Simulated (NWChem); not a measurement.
SrCl, doublet; SMILES [Cl][Sr]

Program: NWChem. Spin-unrestricted. The spin multiplicity was typed, not searched, and may not be the lowest. def2 effective core potentials on Sr; no spin-orbit coupling. Each level has its own optimisation; frequencies are unscaled.

For level UHF/3-21G (all-electron, non-relativistic):

| Property | Value |
|---|---|
| r Cl–Sr (Å) | 2.840 |
| highest harmonic frequency (cm⁻¹) | 255 |

Q: What are these values for level PBE0/def2-SVP (core potentials)?

A: The r Cl–Sr (Å) comes out as 2.591 and the highest harmonic frequency (cm⁻¹) comes out as 316.
